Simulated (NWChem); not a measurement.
Species: C2H4OSe; SMILES C1OC[Se]1

```xyz
8

C     -0.1172    -0.8498     1.0984
O     -0.1123    -1.7246     0.0000
C     -0.1172    -0.8498    -1.0984
Se    -0.1244     0.7969     0.0000
H      0.7865    -0.9479     1.7229
H     -1.0209    -0.9564     1.7216
H     -1.0209    -0.9564    -1.7216
H      0.7865    -0.9479    -1.7229
```
Atoms are numbered in this order, from 1.

Level: PBE0/def2-SVP (NWChem), optimised geometry, unscaled harmonic frequencies. This build's default masses of Se (78.918 u) and Br (79.917 u) are each other's, which moves their modes by up to 0.6 %.

```json
[
 {"frequency (cm⁻¹)": "75", "IR intensity (km/mol)": "10.3"},
 {"frequency (cm⁻¹)": "450", "IR intensity (km/mol)": "1.2"},
 {"frequency (cm⁻¹)": "608", "IR intensity (km/mol)": "2.6"},
 {"frequency (cm⁻¹)": "781", "IR intensity (km/mol)": "17.9"},
 {"frequency (cm⁻¹)": "845", "IR intensity (km/mol)": "0.0"},
 {"frequency (cm⁻¹)": "873", "IR intensity (km/mol)": "2.3"},
 {"frequency (cm⁻¹)": "1026", "IR intensity (km/mol)": "33.3"},
 {"frequency (cm⁻¹)": "1144", "IR intensity (km/mol)": "1.6"},
 {"frequency (cm⁻¹)": "1150", "IR intensity (km/mol)": "34.7"},
 {"frequency (cm⁻¹)": "1185", "IR intensity (km/mol)": "0.0"},
 {"frequency (cm⁻¹)": "1266", "IR intensity (km/mol)": "71.9"},
 {"frequency (cm⁻¹)": "1307", "IR intensity (km/mol)": "36.6"},
 {"frequency (cm⁻¹)": "1490", "IR intensity (km/mol)": "4.0"},
 {"frequency (cm⁻¹)": "1520", "IR intensity (km/mol)": "0.0"},
 {"frequency (cm⁻¹)": "3053", "IR intensity (km/mol)": "99.8"},
 {"frequency (cm⁻¹)": "3061", "IR intensity (km/mol)": "6.6"},
 {"frequency (cm⁻¹)": "3125", "IR intensity (km/mol)": "0.0"},
 {"frequency (cm⁻¹)": "3127", "IR intensity (km/mol)": "36.5"}
]
```

```yaml
zero_point_energy: 37.3 kcal/mol
thermal correction to the enthalpy at 298.15 K (with zero-point energy): 40.6 kcal/mol
heat capacity Cv: 13.6 cal/(mol K)
entropy at 298.15 K and 1 atm (symmetry number 2): 70.2 cal/(mol K)
dipole_moment: 0.08 D
```

Rigid rotor and harmonic oscillator; modes under 100 cm⁻¹ make the entropy uncertain.
